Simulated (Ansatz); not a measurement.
Q: Name a neutral molecule of F, Mo, O with HOMO–LUMO gap (PBE0/def2-TZVPP) between 6.85 and 7.15 eV and HOMO–LUMO gap (ωB97M-V/def2-TZVPP) between 11.20 and 11.50 eV (Ansatz, PBE0-D4/def2-TZVP geometry).

A: `[O]=[Mo](=[O])([F])[F]` (6.86 eV, 11.46 eV). Other molecules can fit too; these were computed, each in one conformer that needn't be the lowest.
